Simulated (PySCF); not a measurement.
Species: C2H6FNSi.
SMILES: `[SiH2](C(=C)F)N`

Computed with EOM-IP-CCSD/aug-cc-pVDZ in PySCF, restricted Hartree–Fock reference, frozen core, non-relativistic, gas phase, PBE0-D3(BJ)/def2-SVP geometry.

Hartree–Fock orbital energies give these Koopmans values (eV): HOMO 10.14, HOMO-1 11.17, HOMO-2 13.01, HOMO-3 13.36, HOMO-4 15.16, HOMO-5 15.71, HOMO-6 17.70, HOMO-7 18.23.

What vertical ionisation energies does EOM-IP-CCSD give?

```json
{"leading hole (HF orbital)": "HOMO", "Koopmans (eV)": "10.14", "EOM-IP-CCSD (eV)": "9.89", "change (eV)": "-0.25", "one-hole share": "0.95"}
{"leading hole (HF orbital)": "HOMO-1", "Koopmans (eV)": "11.17", "EOM-IP-CCSD (eV)": "10.00", "change (eV)": "-1.17", "one-hole share": "0.95"}
{"leading hole (HF orbital)": "HOMO-2", "Koopmans (eV)": "13.01", "EOM-IP-CCSD (eV)": "11.70", "change (eV)": "-1.31", "one-hole share": "0.95"}
{"leading hole (HF orbital)": "HOMO-3", "Koopmans (eV)": "13.36", "EOM-IP-CCSD (eV)": "12.50", "change (eV)": "-0.86", "one-hole share": "0.94"}
{"leading hole (HF orbital)": "HOMO-4", "Koopmans (eV)": "15.16", "EOM-IP-CCSD (eV)": "13.77", "change (eV)": "-1.39", "one-hole share": "0.94"}
{"leading hole (HF orbital)": "HOMO-5", "Koopmans (eV)": "15.71", "EOM-IP-CCSD (eV)": "14.32", "change (eV)": "-1.39", "one-hole share": "0.94"}
{"leading hole (HF orbital)": "HOMO-6", "Koopmans (eV)": "17.70", "EOM-IP-CCSD (eV)": "16.05", "change (eV)": "-1.65", "one-hole share": "0.93"}
{"leading hole (HF orbital)": "HOMO-7", "Koopmans (eV)": "18.23", "EOM-IP-CCSD (eV)": "17.08", "change (eV)": "-1.15", "one-hole share": "0.95"}
```

Does the order of the lines follow the orbital energies?

Yes, no two lines change places. The corrections run from -1.65 to -0.25 eV, with a mean of -1.15 eV over the 8 lines; no line lies above its Koopmans value.

At what kinetic energies would He I light (21.22 eV) eject these electrons?

11.33 eV (HOMO), 11.22 eV (HOMO-1), 9.52 eV (HOMO-2), 8.72 eV (HOMO-3), 7.45 eV (HOMO-4), 6.90 eV (HOMO-5), 5.17 eV (HOMO-6), 4.14 eV (HOMO-7).

Lines less than 0.15 eV apart could change places at a higher level. One root was sought for each valence orbital with −ε under 21 eV, eight at most, so deeper holes and satellites are missing; no vibrational structure.

Conformer computed: `[CH2:1]=[C:2]([F:3])[SiH2:4][NH2:5]`: C1–C2–Si4–N5 -11°, H–N5–Si4–C2 -73°, H–N5–Si4–C2 139°.

One conformer stands for the species.
